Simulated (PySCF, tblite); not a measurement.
Isomers of C8H6Cl (doublet state). Computed with GFN2-xTB (tblite): harmonic, unscaled wavenumbers at the GFN2-xTB geometry, gas phase. Errors from tens to a few hundred cm⁻¹ against measured bands are possible. One conformer each. Open shells enter through the occupations alone, without spin polarisation, and single modes of such species can be off by tens of per cent.

Electronic energies: B3LYP/pcH-1 single points on the GFN2-xTB geometries (PySCF, gas phase).

| SMILES | electronic energy, lowest = 0 (kcal/mol) |
| --- | --- |
| CC#CC1=C[CH]C(Cl)=C1 | 0.0 |
| C#C[C@H]1[CH]C=CC(Cl)=C1 | 12.1 |
| CC#CC1=CCC(Cl)=[C]1 | 44.1 |

Question: How do GFN2-xTB zero-point energies change the relative energies?

Answer: 
```tsv
SMILES	ZPE (kcal/mol)	of it from modes above 1550 cm⁻¹	electronic (kcal/mol)	with ZPE, lowest = 0 (kcal/mol)	lowest mode (cm⁻¹)	rings
CC#CC1=C[CH]C(Cl)=C1	66.3	29.7	0.0	0.0	18i	1
C#C[C@H]1[CH]C=CC(Cl)=C1	66.2	32.1	12.1	11.9	57	1
CC#CC1=CCC(Cl)=[C]1	66.0	33.8	44.1	43.8	3	1
```

The zero-point energies span 0.3 kcal/mol, from `CC#CC1=CCC(Cl)=[C]1` to `CC#CC1=C[CH]C(Cl)=C1`. Slightly imaginary modes are left out of the zero-point energy: `CC#CC1=C[CH]C(Cl)=C1` 18.1i cm⁻¹. The order is unchanged.

Question: And how do the electronic energies of GFN2-xTB itself compare?

Answer: `CC#CC1=C[CH]C(Cl)=C1` 0.0; `C#C[C@H]1[CH]C=CC(Cl)=C1` 13.9; `CC#CC1=CCC(Cl)=[C]1` 46.8 kcal/mol, lowest = 0. Against the energies above, taken from the same isomer `CC#CC1=C[CH]C(Cl)=C1`, the largest difference is 2.7 kcal/mol.
